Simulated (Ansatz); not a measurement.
`C[S][SbH][CH3]` → `C[CH](S)[SbH2]`  (isomerisation)

Computed with Ansatz on PBE0-D4/def2-TZVP structures; ΔE is electronic, products minus reactants. CCSD(T)/CBS is the MP2 limit (def2-TZVPP, def2-QZVPP) plus CCSD(T) − MP2 in def2-TZVPP, frozen cores. Functionals use def2-TZVPP. def2 core potentials past Kr. For Sb outer-core shells are correlated without core-valence functions, which leaves a few kJ/mol of doubt a bond. Each species was taken in one conformer, which may not be the lowest.

```tsv
species	ωB97M-V energy (Eh)
`C[S][SbH][CH3]`	-718.80810
`C[CH](S)[SbH2]`	-718.77305
```

Problem. Work out ΔE.

Solution. ΔE = (-718.77305) − (-718.80810) = 0.03505 Eh = +92.0 kJ/mol. CCSD(T)/CBS gives +93.8 kJ/mol.

Largest T1 diagnostic among the species: 0.012.

The D4 term adds −4.7 kJ/mol with B3LYP and −2.4 kJ/mol with PBE0; it sums over pairs of atoms, weighted by their polarisabilities, and B3LYP, whose exchange is more repulsive, gets the larger term. In def2-TZVPP, CCSD(T) changes the Hartree–Fock value by −15.7 kJ/mol (the triples alone add −0.8 kJ/mol) and MP2 by −12.5 kJ/mol.

B3LYP here is the variant with VWN-RPA as its local correlation; programs differ in this.
